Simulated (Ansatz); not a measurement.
`O=C=C[TeH]` + `[SiH3]C(Cl)Cl` → `[SiH3]C(Cl)(Cl)[TeH]` + `C=C=O` at 700 K and 1 bar (formal exchange of groups at a Te–C bond).

Program: Ansatz. Geometries: PBE0-D4/def2-TZVP. ΔE: electronic, gas phase. CCSD(T)/CBS is the MP2 limit (def2-TZVPP, def2-QZVPP) plus CCSD(T) − MP2 in def2-TZVPP, frozen cores. This one scheme is used for every species. Elements past krypton have def2 core potentials. For Te outer-core shells are correlated without core-valence functions, which leaves a few kJ/mol of doubt a bond.

| species | CCSD(T)/CBS energy (Eh) | H − E (kJ/mol) | S (J/(mol·K)) |
| --- | --- | --- | --- |
| `O=C=C[TeH]` | -420.15634 | 130.7 | 388.2 |
| `[SiH3]C(Cl)Cl` | -1249.07910 | 180.2 | 424.2 |
| `[SiH3]C(Cl)(Cl)[TeH]` | -1516.79377 | 188.2 | 509.9 |
| `C=C=O` | -152.43640 | 120.8 | 294.6 |

H − E and S are ideal-gas, rigid-rotor, harmonic terms from PBE0-D4/def2-TZVP, for one conformer and one mirror image of each species. 1 Eh = 2625.50 kJ/mol, R = 8.31446 J/(mol·K).

By hand: ΔE, ΔH, ΔS and ΔG.

ΔE = (-1516.79377) + (-152.43640) − (-420.15634) − (-1249.07910) = 0.00527 Eh = 13.8 kJ/mol. Δ(H − E) = 188.2 + 120.8 − 130.7 − 180.2 = -1.9, so ΔH = 11.9 kJ/mol. ΔS = 509.9 + 294.6 − 388.2 − 424.2 = -7.9 J/(mol·K). ΔG = 11.9 − 700 × (-7.9)/1000 = 17.4 kJ/mol.

By hand: the equilibrium constant, and the temperature at which ΔG would vanish if ΔH and ΔS stayed fixed.

log₁₀ K = −ΔG/(RT ln 10) = -1.3. ΔH and −TΔS have one sign here, so there is no such temperature.

TΔS isn't small against ΔH here. A doubt of 5 kJ/mol in ΔE shifts log₁₀ K by 0.4 here. Other conformers and mirror images would add mixing entropy, several J/(mol·K) or more a flexible species. These are equilibria of isolated gas molecules and say nothing of rates. Largest T1 diagnostic: 0.016 (customary marks: 0.02 for closed shells, 0.045 for open ones).

ΔS is within the doubt of such terms, so its sign, and with it that verdict, could turn.
